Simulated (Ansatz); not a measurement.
CH₅ClSeSi, SMILES `C[Se][SiH2]Cl` at its PBE0-D4/def2-TZVP geometry, where that method's forces vanish. Total charge 0; spin multiplicity 1.

```xyz
9

C    -0.0900   -0.9219   -1.3093
Se   -1.2723   -0.7033    0.2367
Si    0.0268    0.7577    1.3486
Cl    0.2486    2.5399    0.3383
H    -0.5816   -1.6332   -1.9702
H     0.8729   -1.3181   -0.9938
H     0.0316    0.0308   -1.8199
H    -0.6337    1.0243    2.6454
H     1.3976    0.2237    1.5242
```

What forces (eV/Å) does PBE-D4/def2-TZVPP give on these atoms in the Gaussian-basis code of Ansatz? (Best estimate.)

Computed: 
```
C1   0.074 -0.003 -0.076
Se2 -0.351 -0.132  0.156
Si3  0.018 -0.054  0.056
Cl4  0.044  0.269 -0.140
H5  -0.095 -0.141 -0.131
H6   0.196 -0.077  0.054
H7   0.030  0.185 -0.105
H8  -0.080  0.016  0.157
H9   0.165 -0.062  0.028
```
